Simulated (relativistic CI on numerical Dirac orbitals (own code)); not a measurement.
# Nd LIX: computed level list

Calculated at this level of theory: Dirac-Coulomb-Breit CI, orbitals from a KLI potential per configuration, a model potential for QED, unscaled Slater integrals (own radial code, finite nucleus).

CI space: 1s2, 1s.2s, 1s.2p, 1s.3s, 1s.3p, 1s.3d, 1s.4s, 1s.4p, 1s.4d, 1s.4f, 1s.5s, 1s.5p, 1s.5d, 1s.5f, 1s.5g, 1s.6s, 1s.6p, 1s.6d, 2s2. Levels of other configurations are missing.

| No. | Configuration | Term | J | E (eV) | % | Landé g | Lifetime (s) |
| --- | --- | --- | --- | --- | --- | --- | --- |
| 1 | 1s2 | 1S | 0 | 0.0 | 100 |  |  |
| 2 | 1s.2s | 3S | 1 | 37616.9 | 100 | 1.919 | 8.79e-13 |
| 3 | 1s.2p | 3P° | 1 | 37705.2 | 69 | 1.263 | 2.04e-16 |
| 4 | 1s.2p | 3P° | 0 | 37718.0 | 100 |  | 4.19e-10 |
| 5 | 1s.2s | 1S | 0 | 37719.0 | 100 |  |  |
| 6 | 1s.2p | 3P° | 2 | 38322.5 | 100 | 1.449 | 1.44e-13 |
| 7 | 1s.2p | 1P° | 1 | 38362.2 | 69 | 1.157 | 9.82e-17 |
| 8 | 1s.3s | 3S | 1 | 44773.4 | 100 | 1.928 | 8.62e-15 |
| 9 | 1s.3p | 3P° | 1 | 44797.3 | 69 | 1.271 | 6.39e-16 |
| 10 | 1s.3s | 1S | 0 | 44800.6 | 100 |  | 8.85e-15 |
| 11 | 1s.3p | 3P° | 0 | 44800.7 | 100 |  | 3.22e-15 |
| 12 | 1s.3p | 3P° | 2 | 44980.9 | 100 | 1.459 | 3.92e-15 |
| 13 | 1s.3d | 3D | 2 | 44989.8 | 60 | 1.058 | 1.16e-15 |
| 14 | 1s.3d | 3D | 1 | 44992.0 | 100 | 0.519 | 1.19e-15 |
| 15 | 1s.3p | 1P° | 1 | 44992.4 | 69 | 1.175 | 3.24e-16 |
| 16 | 1s.3d | 3D | 3 | 45046.0 | 100 | 1.303 | 1.28e-15 |
| 17 | 1s.3d | 1D | 2 | 45047.8 | 60 | 1.077 | 1.24e-15 |
| 18 | 1s.4s | 3S | 1 | 47241.5 | 100 | 1.931 | 1.28e-14 |
| 19 | 1s.4p | 3P° | 1 | 47251.3 | 69 | 1.275 | 1.48e-15 |
| 20 | 1s.4s | 1S | 0 | 47252.6 | 100 |  | 1.28e-14 |
| 21 | 1s.4p | 3P° | 0 | 47252.6 | 100 |  | 5.55e-15 |
| 22 | 1s.4p | 3P° | 2 | 47328.4 | 100 | 1.463 | 6.55e-15 |
| 23 | 1s.4d | 3D | 2 | 47332.1 | 60 | 1.062 | 2.67e-15 |
| 24 | 1s.4d | 3D | 1 | 47333.0 | 100 | 0.525 | 2.74e-15 |
| 25 | 1s.4p | 1P° | 1 | 47333.2 | 69 | 1.181 | 7.60e-16 |
| 26 | 1s.4d | 3D | 3 | 47355.9 | 100 | 1.307 | 2.96e-15 |
| 27 | 1s.4f | 3F° | 3 | 47356.1 | 57 | 1.020 | 5.76e-15 |
| 28 | 1s.4f | 3F° | 2 | 47356.6 | 100 | 0.681 | 5.77e-15 |
| 29 | 1s.4d | 1D | 2 | 47356.7 | 60 | 1.082 | 2.85e-15 |
| 30 | 1s.4f | 3F° | 4 | 47367.8 | 100 | 1.229 | 5.90e-15 |

Energies count from the lowest computed level; ° marks odd parity; lifetimes are radiative, by E1, M1, E2, M2 decay to levels of this space only; some are left blank where a channel outside the calculation adds to the decay or the decay crosses a small, uncertain gap.

The mean weight of the leading LS term, summed over parents, in these 30 levels is 87 %, and that of the leading jj configuration (from the same eigenvectors) 100 %, so jj coupling describes them better and the LS labels are nominal.

At this charge energies of transitions that change n are usually good to better than 1 %, and those within a shell (Δn = 0) to a few per cent.

LS names give the leading component of a level, which can be under half, so a name can repeat, a term be missing and a line seem to break the LS rules.
